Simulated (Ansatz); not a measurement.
CH₆NPSi, SMILES `P[SiH]1CN1`. Charge 0, multiplicity 1. The structure was optimised at the PBE0-D4/def2-TZVP level. It is one conformer, not always the lowest.

```xyz
10

P    -1.106    0.367    2.022
Si    0.108   -0.529    0.373
C    -0.241   -0.341   -1.413
N     0.854    0.481   -0.808
H    -1.208    1.609    1.343
H     0.044    0.759    2.761
H     0.783   -1.781    0.798
H     0.055   -1.155   -2.075
H    -1.066    0.245   -1.809
H     1.777    0.345   -1.192
```

(1) What is the dipole moment at r2SCAN/def2-TZVPP? (Estimate.)

(2) And with PBE, B3LYP, ωB97M-V? (Estimate.)

(3) Give the Mulliken charges with r2SCAN, ωB97M-V, PBE in def2-TZVPP. (An estimate is asked.)

## Answers

(1) Computed: 1.01 D, with components (0.85, -0.51, -0.22) D in this frame, pointing from negative to positive charge.

(2) Computed: PBE 0.98 D, B3LYP 0.98 D, ωB97M-V 0.99 D.

(3) Computed: 
| atom | r2SCAN | ωB97M-V | PBE |
| --- | --- | --- | --- |
| P1 | -0.13 | -0.19 | -0.16 |
| Si2 | 0.40 | 0.34 | 0.28 |
| C3 | -0.14 | -0.25 | -0.17 |
| N4 | -0.38 | -0.33 | -0.31 |
| H5 | 0.04 | 0.08 | 0.06 |
| H6 | 0.03 | 0.06 | 0.05 |
| H7 | -0.09 | -0.04 | -0.07 |
| H8 | 0.07 | 0.11 | 0.09 |
| H9 | 0.07 | 0.11 | 0.09 |
| H10 | 0.14 | 0.11 | 0.14 |

B3LYP here is the variant with VWN-RPA as its local correlation; programs differ in this.
